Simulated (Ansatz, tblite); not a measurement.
Spin states of the cluster Si2W2 (the lowest singlet isomer of a short search), each relaxed with PBE0-D4/def2-SVP in Ansatz. Electronic energies in the gas phase.

In the def2 sets W takes a core potential; there is no spin–orbit coupling. The xTB rows come from tblite. HSE06 is defined as in plane-wave codes, on full-range PBE exchange. Correlated methods freeze 10 core orbitals; core or outer-core shells of W are correlated, in sets that lack core-valence functions. The structure comes from a short search, and lower isomers may exist.

Singlet geometry (C2v within 0.1 Å):

Cartesian coordinates in Å:
```
W -1.1603 0.0814 -0.5167
W 0.3426 -1.0763 0.5866
Si 1.0213 -0.1094 -1.5061
Si -0.2036 1.1043 1.4361
```

Triplet geometry (Cs within 0.1 Å):

Cartesian coordinates in Å:
```
W 1.177 0.504 0.346
W -0.983 0.701 0.964
Si -0.251 0.336 -1.495
Si 0.058 -1.540 0.185
```

Quintet geometry:

```xyz
4

W    -0.3328    0.5653   -1.3089
W    -0.7785    0.5058    1.1321
Si   -0.3428   -1.4986   -0.0991
Si    1.4540    0.4275    0.2759
```

⟨S²⟩: triplet 2.09 at PBE0-D4/def2-TZVP (pure 2.00), quintet 6.25 at PBE0-D4/def2-TZVP (pure 6.00).

Run but left out: HF/def2-TZVP, PBE-QIDH/def2-TZVP, MP2/def2-TZVP (singlet: restricted singlet, unstable towards broken spin symmetry); r2SCAN0-D4/def2-TZVP, ωB97M-V/def2-TZVP (quintet: ⟨S²⟩ 6.30 to 6.41, where a pure state has 6.00).

Only these spin states were relaxed. The triplet has other bonds than the singlet, so the gap mixes isomer and spin. The quintet has other bonds than the singlet, so the gap mixes isomer and spin.

| level | triplet − singlet (kcal/mol) | quintet − singlet (kcal/mol) | lowest of these | remarks |
| --- | --- | --- | --- | --- |
| GFN1-xTB | -30.6 | -66.1 | quintet | – |
| GFN2-xTB | -2.4 | -16.7 | quintet | – |
| PBE-D4/def2-TZVP | 17.7 | 45.5 | singlet | – |
| r2SCAN-D4/def2-TZVP | 14.1 | 38.1 | singlet | spin-contaminated (⟨S²⟩ 6.24) (quintet) |
| PBE0-D4/def2-TZVP | 12.4 | 40.9 | singlet | spin-contaminated (⟨S²⟩ 6.25) (quintet) |
| HSE06-D4/def2-TZVP | 12.6 | 41.2 | singlet | spin-contaminated (⟨S²⟩ 6.25) (quintet) |
| RPA@PBE/def2-TZVP | 21.1 | 46.2 | singlet | – |

Change of the quintet − singlet gap on mixing in exact exchange, in kcal/mol: PBE to PBE0 (25 % exact exchange) -4.6.

The xTB methods have no spin-polarisation term.
